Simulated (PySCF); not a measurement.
# Removing the step error of a finite difference

System: CH$_{7}$BO$_{2}$Si, singlet, geometry from GFN2-xTB. Level: PySCF with CAMB3LYP/6-31G, polarisability. Sums are taken with unrounded values, so a last digit can differ.

Second differences of the energy in a field along z gave a polarisability along z of 42.341 bohr³ at step 0.02 and 42.569 bohr³ at step 0.05 (atomic units).

Question: Extrapolate to zero step.

Answer: The leading error of a symmetric difference goes as h², so A(h) = A0 + c h². Then c = (42.569 - (42.341))/(0.05² - 0.02²) = 108 (atomic units) and A0 = 42.341 - c × 0.02² = 42.298 bohr³. The analytic value from the same program and level is 42.299 bohr³: the smaller step missed it by 0.043, the extrapolation by -0.001.
